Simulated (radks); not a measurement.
Results of a calculation; reference values are marked as such.
The mean radii <r> (bohr) of the occupied orbitals of an atom or ion are listed with their occupations. Code: a radial shooting solver on a logarithmic mesh with Libxc functionals. Model: non-relativistic Kohn-Sham, LDA (Slater exchange, Perdew-Wang correlation), spin-unpolarised, spherical densities, point nucleus.

| orbital | occ. | <r> |
|---|---|---|
| 1s | 2 | 0.02715 |
| 2s | 2 | 0.1163 |
| 2p | 6 | 0.09884 |
| 3s | 2 | 0.3022 |
| 3p | 6 | 0.2914 |
| 3d | 10 | 0.2606 |
| 4s | 2 | 0.6210 |
| 4p | 1 | 0.6245 |

Name the element and its charge.

Answer. Z = 56, barium, charge +25: Ba25+ in [Ar] 3d10 4s2 4p1. The 1s radius gives Z: for a bare nucleus <r> = 1.5/Z, 0.02679 bohr for Z = 56, and screening makes it slightly larger (0.02715 here). The occupations add up to 31, and the charge is Z minus that.
